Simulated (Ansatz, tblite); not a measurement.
Cost and result up the ladder for bistriflimide, `O=S(=O)([N-]S(=O)(=O)C(F)(F)F)C(F)(F)F` (15 atoms). Charge -1, multiplicity 1. Geometry: PBE-D4/def2-SVP.

Cartesian coordinates in Å:
```
O -0.289 2.617 -0.744
S 0.243 1.239 -0.667
O 1.652 1.020 -0.268
N -0.888 0.301 0.041
S -0.509 -1.151 0.681
O 0.697 -1.830 0.154
O -1.763 -1.917 0.849
C -0.040 -0.687 2.457
F 0.956 0.214 2.489
F 0.369 -1.792 3.121
F -1.096 -0.174 3.118
C 0.175 0.644 -2.465
F 1.115 1.289 -3.191
F 0.404 -0.676 -2.561
F -1.027 0.905 -3.016
```

Ansatz on 4 threads of Arm Neoverse V1 on a shared host; xTB runs through tblite on one thread. Times are rough, summed over both states, and most runs start from the orbitals of an earlier one. PBE0-D4/def2-SVP serves as the yardstick here, not as an exact answer. The other state is a doublet.

The xTB rows come from tblite.

Raw xTB energies of ions are shifted by several eV.

| level | functions | wall time |
| --- | --- | --- |
| GFN2-xTB | 70 | 0.037 s |
| GFN1-xTB | 70 | 0.038 s |
| PBE-D4/def2-SVP | 218 | 12 s |
| PBE0-D4/def2-SVP (with forces) | 218 | 29 s |

Q: Estimate what each level gives for the vertical IE (eV).

A: 
| level | vertical IE (eV) | difference from PBE0-D4/def2-SVP (eV) |
| --- | --- | --- |
| GFN2-xTB | 11.10 | 4.99 |
| GFN1-xTB | 11.81 | 5.71 |
| PBE-D4/def2-SVP | 5.24 | -0.86 |
| PBE0-D4/def2-SVP (with forces) | 6.10 | 0.00 |
